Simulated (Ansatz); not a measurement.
Z-matrix (Å, degrees):
```
C
Cl 1 1.694
C 1 1.333 2 125.9
F 1 1.320 2 112.9 3 180.0
Cl 3 1.707 1 119.6 2 -180.0
I 3 2.064 1 122.9 2 -0.0
```

The species carries charge 0 and has multiplicity 1. I takes the def2 core potential.

Task: List the PBE/def2-TZVPP orbital energies in eV (the Gaussian-basis code of Ansatz). (An estimate is asked.)

Result: The calculation gave: Occupied: -2740.17, -2739.93, -661.51, -273.18, -271.91, -250.71, -250.45, -191.49, -191.24, -191.20, -191.19, -190.94, -190.93, -180.50, -127.96, -127.59, -127.59, -50.06, -49.94, -49.94, -49.64, -49.64, -32.02, -23.04, -22.34, -19.15, -17.87, -15.18, -13.52, -12.79, -12.49, -10.68, -10.21, -9.76, -9.00, -8.64, -8.15, -7.30, -6.74, -5.98. Lowest empty: -2.38, -1.59, -1.19, 0.01, 1.71, 2.93, 3.17, 3.44.
